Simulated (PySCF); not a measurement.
1,3,5-trisilacyclohexane (C₃H₁₂Si₃), SMILES C1[SiH2]C[SiH2]C[SiH2]1.

Coordinates come from a PBE0-D3(BJ)/def2-SVP optimisation. The values are those of a single conformer.

Calculation: TDA-B3LYP/def2-SVPD (PySCF).

Vertical excitations; the highest root listed may be one member of a degenerate set. Isolated molecule, no solvent. State labels are in the subgroup Cs.

| state | symmetry | energy (eV) | λ (nm) | f | main pairs |
|---|---|---|---|---|---|
| S1 | A' | 7.21 | 172 | 0.009 | HOMO→LUMO (degenerate set) |
| S2 | A" | 7.21 | 172 | 0.009 | HOMO−1→LUMO (degenerate set) |
| S3 | A" | 7.36 | 169 | 0.000 | HOMO−1→LUMO+1 49 %, HOMO→LUMO+2 49 % |
| S4 | A' | 7.51 | 165 | 0.032 | HOMO→LUMO+1, HOMO−1→LUMO+2 (degenerate set) |
| S5 | A" | 7.51 | 165 | 0.032 | HOMO→LUMO+2, HOMO−1→LUMO+1 (degenerate set) |
| S6 | A' | 7.54 | 164 | 0.000 | HOMO−1→LUMO+2 48 %, HOMO→LUMO+1 48 % |
| T1 | A" | 6.94 | 179 | 0 | HOMO−1→LUMO (degenerate set) |
| T2 | A' | 6.94 | 179 | 0 | HOMO→LUMO (degenerate set) |
Triplets are in the Tamm–Dancoff approximation.
